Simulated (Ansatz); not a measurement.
Gas-phase electronic energies from Ansatz, PBE0-D4/def2-TZVP geometries. CBS: MP2 limit from def2 TZ/QZ plus the TZ coupled-cluster correction, frozen cores. Double bonds are as drawn, so ΔE can hold a change between cis and trans. Functionals use def2-TZVPP. B3LYP here is the variant with VWN-RPA as its local correlation; programs differ in this. For Ge outer-core shells are correlated without core-valence functions, which leaves a few kJ/mol of doubt a bond. Scalar relativity is left out up to krypton. One conformer a species, not always the lowest.

Consider the formal exchange of groups at the Al–C bond: `N/C=C/[CH2][AlH2]` + GeH₄ → `[AlH2][GeH3]` + `C/C=C/N`.

`N/C=C/[CH2][AlH2]`:

Cartesian coordinates in Å:
```
N 1.658 1.146 -0.980
C 0.868 0.098 -0.570
C -0.488 0.061 -0.611
C -1.324 -1.091 -0.162
Al -0.715 -0.377 1.566
H 1.200 2.038 -1.078
H 2.561 1.215 -0.542
H 1.422 -0.799 -0.304
H -1.005 0.979 -0.890
H -2.362 -0.999 -0.465
H -0.920 -2.066 -0.426
H -1.433 0.878 2.224
H 0.540 -1.084 2.237
```

GeH₄:

Z-matrix (Å, degrees):
```
Ge
H 1 1.534
H 1 1.534 2 109.5
H 1 1.534 2 109.5 3 -120.0
H 1 1.534 2 109.5 3 120.0
```

`[AlH2][GeH3]`:

Z-matrix (Å, degrees):
```
Ge
Al 1 2.477
H 1 1.541 2 113.1
H 1 1.544 2 110.3 3 -118.9
H 1 1.541 2 113.2 3 122.2
H 2 1.588 1 120.3 3 30.1
H 2 1.588 1 120.3 3 -151.0
```

`C/C=C/N`:

```xyz
11

C     0.350   -1.203   -1.172
C    -0.012   -0.523    0.105
C    -0.022    0.799    0.265
N    -0.246    1.488    1.450
H    -0.457   -1.850   -1.532
H     0.566   -0.474   -1.958
H     1.236   -1.838   -1.060
H    -0.264   -1.158    0.953
H     0.229    1.444   -0.574
H    -0.673    0.939    2.181
H    -0.707    2.377    1.340
```

```tsv
level	ΔE (kJ/mol)	difference from CCSD(T)/CBS
r2SCAN	-1.9	12.8
B3LYP	-21.1	-6.4
CAM-B3LYP	-16.8	-2.1
RPA@PBE/def2-TZVPP	-13.4	1.3
MP2/def2-SVP	-3.5	11.2
CCSD(T)/def2-SVP	-13.3	1.4
HF/def2-TZVPP	-34.0	-19.3
CCSD(T)/def2-TZVPP	-13.1	1.6
MP2/def2-QZVPP	-3.7	11.0
HF/CBS(def2)	-33.0	-18.3
CCSD(T)/CBS	-14.7	0
```

Largest T1 diagnostic among the species: 0.012.

In def2-TZVPP, CCSD(T) changes the Hartree–Fock value by +20.9 kJ/mol (the triples alone add +5.5 kJ/mol) and MP2 by +30.9 kJ/mol. From r2SCAN to r2SCAN0 (25 % exact exchange), in def2-TZVPP and without D4, ΔE moves by −3.9 kJ/mol. The D4 term adds +6.9 kJ/mol with B3LYP and +3.7 kJ/mol with PBE0; it sums over pairs of atoms, weighted by their polarisabilities, and B3LYP, whose exchange is more repulsive, gets the larger term.
